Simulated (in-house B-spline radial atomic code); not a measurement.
## RPA and G0W0 on SCAN: Rb II (Rb+)

Configuration [Ar] 3d10 4s2 4p6, mean-field start SCAN. Computed with a B-spline radial code for spherical atoms: all electrons, non-relativistic, point nucleus, each spin shell either full or empty, empty states to l = 9 with an (l + 1/2)⁻⁴ tail; G0W0 by contour deformation at full frequency.

Without relativity these are model numbers: it shifts the levels of so heavy an element strongly and can reorder them.

Command:
```bash
python run_gw.py task.json out
```
Settings (radii: box in bohr, nucleus in fm):
```
Z                        37
electrons                36
configuration            [Ar] 3d10 4s2 4p6
hamiltonian              nr
method                   scan,scan
lmax                     9
spin_polarised           False
box_radius               23.78
intervals                54
```

Run time, properties included: 1 s on 1 thread of AMD EPYC 9R45 96-Core Processor (shared host).

Energies (hartree):

| term | value |
| --- | --- |
| mean-field total | -2940.22957 |
| Hartree-Fock functional on these orbitals | -2938.20347 |
| direct second order | -2.9749 |
| second-order exchange | 0.85115 |
| SOSEX correction | 0.78491 |

Problem. What is the RPA correlation energy, and what remains with SOSEX?

Solution. RPA gives -2.5914 hartree (-1.96 eV per electron); RPA + SOSEX gives -1.8065, and the second-order doubles -2.1237 hartree (no singles). SOSEX takes back 30 % of the RPA value.

Quasi-particle levels (eV):

```json
{"level": "4p", "occupied": "yes", "mean field": "-22.176", "Σx - vxc": "-5.07", "Σc": "?", "QP weight": "?", "G0W0": "?"}
{"level": "5s", "occupied": "no", "mean field": "-4.790", "Σx - vxc": "1.39", "Σc": "-0.62", "QP weight": "0.984", "G0W0": "-4.017"}
```

G0W0 = mean field + (Σx - vxc) + Σc, with Σc (partial-wave tail included) taken at the quasi-particle energy. Only the outer levels were computed. Levels of low weight are left out.

Problem. Where does G0W0 put 4p?

Solution. At -27.463 eV, with Σc = -0.21 eV and a quasi-particle weight of 0.917. The tabulated removal energy is 27.290 eV (NIST, measured); the calculation leaves out relativity, Breit and QED terms, and what these don't explain is the method's own error.
